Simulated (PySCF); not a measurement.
IIn (SMILES [In][I]), singlet, at a GFN2-xTB geometry (such geometries of metal compounds can be far from the true shape) (core potentials on I, In).

Input for PySCF:
```python
from pyscf import gto, scf, dft, tdscf

mol = gto.M(
    atom='''
In   -0.000000   -0.000000   -1.449299
I     0.000000    0.000000    1.339918
''',
    basis='def2-svp',
    ecp={'I': 'def2-svp', 'In': 'def2-svp'},
    charge=0,
    spin=0,
    verbose=3,
)

mf = dft.RKS(mol)
mf.xc = 'blyp'
mf.kernel()
td = mf.TDA()
td.nstates = 5
td.kernel()
td.analyze(verbose=3)
```

### Question
What Mulliken (on the basis functions themselves) charges in atom order does BLYP/def2-SVP, TDA (PySCF) give?

### Answer
In1 0.29, I2 -0.29

### Question
What is the computed HOMO-LUMO gap (BLYP/def2-SVP, TDA)?

### Answer
3.24 eV

### Question
What total energy does BLYP/def2-SVP, TDA give?

### Answer
-487.8230 Eh

### Question
Give the HOMO energy at the level BLYP/def2-SVP, TDA.

### Answer
-5.73 eV

### Question
What is the computed nuclear repulsion energy (BLYP/def2-SVP, TDA)?

### Answer
99.6043 Eh
